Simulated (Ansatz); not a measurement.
`C[B-](Cl)(Cl)[n+]1ccccc1`, charge 0, multiplicity 1.

(1) Give a relaxed structure at PBE0-D4/def2-TZVP (the Gaussian-basis code of Ansatz). (An estimate is asked.)

Answers

(1) The calculation gave: 
Z-matrix (Å, degrees):
```
C
B 1 1.592
H 1 1.095 2 111.8
H 1 1.092 2 109.8 3 -119.3
H 1 1.095 2 111.8 3 121.3
Cl 2 1.855 1 112.6 3 56.9
Cl 2 1.855 1 112.6 3 -178.2
N 2 1.630 1 107.6 3 -60.7
C 8 1.337 2 120.1 1 -86.9
C 8 1.337 2 120.1 1 86.6
C 9 1.379 8 121.8 2 174.0
H 9 1.082 8 115.4 2 -6.9
C 10 1.379 8 121.8 2 -174.0
H 10 1.082 8 115.4 2 6.9
C 11 1.384 9 119.1 8 -0.1
H 11 1.082 9 119.3 8 179.6
H 13 1.082 10 119.3 8 -179.6
H 15 1.084 11 120.6 9 179.7
```
Point group Cs.
This is one stationary point; other conformers may exist.
